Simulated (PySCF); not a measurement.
Energy landscape of BaF2, singlet: symmetric bend, bond length relaxed. Scanned: F-Ba-F angle. Other coordinates (Ba-F bond length) were minimised at PBE0/def2-TZVP.

Computed with CCSD(T) on RHF/def2-TZVP, 2 core orbitals frozen, def2 effective core potentials past Kr run with PySCF.

Scanned values (°): 180, 170, 160, 150, 140, 130, 120, 110, 100, 90, 80.

Question: Locate the minima and the barriers on this grid.

Answer: Lower than their neighbours: 120° (0.00 kcal/mol). Higher than their neighbours: 180° (5.56 kcal/mol, end of the scan), 80° (10.80 kcal/mol, end of the scan). The whole profile spans 10.80 kcal/mol.
